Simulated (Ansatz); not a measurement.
Input (CCSDT(Q)/aug-cc-pVQZ; Ansatz, a quantum-chemistry and plane-wave program):

Ansatz 0.2 input:
```yaml
crystal:
  periodic: [false, false, false]
  atoms:
    - {symbol: Se, position_ang: [-0.00000000, -0.00000000, -0.04214025]}
    - {symbol: H, position_ang: [0.00000000, 0.00000000, 1.43276842]}
basis:
  gaussian:
    orbitals: aug-cc-pVQZ
magnetization: {spin_polarized: true, initial_magnetization: 1}
correlation: {method: ccsdt_q, electrons: outside_noble_gas}
```

Output:

```
Functional definition: HF
integrals: 0.73 GiB planned
1462 factors; integrals over basis functions are off by at most 1.5e-7 eV
mean field: 0.59 GiB planned
mean field evaluation 1: about -65319.4159 eV, gradient 6.1e0 eV
mean field evaluation 2: about -65319.4163 eV, gradient 6.1e0 eV
mean field evaluation 4: about -65319.7867 eV, gradient 8.0e-1 eV
mean field evaluation 8: about -65319.7937 eV, gradient 1.2e-3 eV
mean field evaluation 16: about -65318.4678 eV, gradient 9.0e0 eV
mean field evaluation 32: about -65319.7923 eV, gradient 2.6e-1 eV
mean field -65319.79371660 eV, -2400.4581437388 hartree, gradient 3.8e-6 eV, S^2 0.762393; 2 other end points of the search recorded, 0 dependent functions left out
14 core orbitals not correlated
reference -65319.79371660 eV, -2400.4581437388 hartree; 4, 3 occupied and 121, 122 virtual orbitals, 1462 factors
second order -3.98646994 eV of doubles, -0.00000000 eV of singles
coupled cluster: 4.63 GiB planned
cycle   1  -4.38053667 eV  change   -3.9e-1 eV  update   5.8e-2
cycle   2  -4.68828195 eV  change   -3.1e-1 eV  update   2.4e-2
cycle   3  -4.72838137 eV  change   -4.0e-2 eV  update   9.0e-3
cycle   4  -4.71805390 eV  change    1.0e-2 eV  update   2.9e-3
cycle   5  -4.71975336 eV  change   -1.7e-3 eV  update   1.2e-3
cycle   6  -4.72003490 eV  change   -2.8e-4 eV  update   5.2e-4
cycle   7  -4.71973742 eV  change    3.0e-4 eV  update   2.3e-4
cycle   8  -4.71993287 eV  change   -2.0e-4 eV  update   1.1e-4
cycle   9  -4.72001042 eV  change   -7.8e-5 eV  update   4.3e-5
cycle  10  -4.71994343 eV  change    6.7e-5 eV  update   2.0e-5
cycle  11  -4.71995216 eV  change   -8.7e-6 eV  update   9.1e-6
cycle  12  -4.71995616 eV  change   -4.0e-6 eV  update   3.5e-6
cycle  13  -4.71996107 eV  change   -4.9e-6 eV  update   1.7e-6
cycle  14  -4.71996168 eV  change   -6.1e-7 eV  update   7.2e-7
perturbative correction -0.00625928 eV, -0.0002300245 hartree
Total energy: -65324.51993756 eV, -2400.6318291555 hartree
```
